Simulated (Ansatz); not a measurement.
Reaction (formal exchange of groups at the Si–Br bond): `C[SiH2]Br` + `C[B]1[O][AlH]1` → `C[SiH2][B]1[O][AlH]1` + `CBr`

Computed with Ansatz on PBE0-D4/def2-TZVP structures; ΔE is electronic, products minus reactants. CCSD(T)/CBS is the MP2 limit (def2-TZVPP, def2-QZVPP) plus CCSD(T) − MP2 in def2-TZVPP, frozen cores. DFT in def2-TZVPP. For Br outer-core shells are correlated without core-valence functions, which leaves a few kJ/mol of doubt a bond. Scalar relativity is left out up to krypton. One conformer a species, not always the lowest.

```
         level  ΔE (eV)
       ωB97M-V     1.93
CCSD/CBS(def2)     1.91
```

(1) What does CCSD(T)/CBS give? (Estimate.)

Largest T1 diagnostic among the species: 0.016.

Results:

(1) The calculation gave: +1.87 eV. The listed levels differ from it by 0.06, 0.04 eV.

In def2-TZVPP, CCSD(T) changes the Hartree–Fock value by −0.18 eV (the triples alone add −0.04 eV) and MP2 by −0.05 eV. From PBE to PBE0 (25 % exact exchange), in def2-TZVPP and without D4, ΔE moves by +0.10 eV.
